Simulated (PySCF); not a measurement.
How methods differ on the electron affinity of Rb

Rb⁻ [Kr] 5s2 (1S) → Rb [Kr] 5s1 (2S), as a difference of total energies. All numbers are calculated (PySCF 2.14, the spin-free X2C one-electron Hamiltonian (Gaussian nucleus), in aug-cc-pVDZ-X2C (7s6p4d, 45 functions)). Correlated levels: valence: [Kr] frozen. The calculations carry no spin-orbit coupling.

```tsv
method	electron affinity (eV)	error (eV)
UHF	-0.079	-0.565
LDA	0.596	+0.110
PBE	0.526	+0.040
PBE0	0.485	-0.001
r2SCAN	0.401	-0.085
HSE06	0.490	+0.004
M06-2X	0.591	+0.105
PBEsol	0.497	+0.011
BLYP	0.442	-0.044
MP2 (valence)	0.249	-0.237
SCS-MP2 (valence)	0.315	-0.171
```

Reference: 0.486 eV (measured; photodetachment measurements, as compiled on the Wikipedia data page of electron affinities).

Errors of the correlated levels include the incompleteness of this basis and the frozen core.

A negative affinity means that the anion lies above the atom at that level of theory.

In the anion the highest occupied orbital energy is positive at LDA, PBE, PBE0, r2SCAN, HSE06, M06-2X, PBEsol, BLYP, a self-interaction effect; the basis confines that electron, and the energy difference can still be sensible.
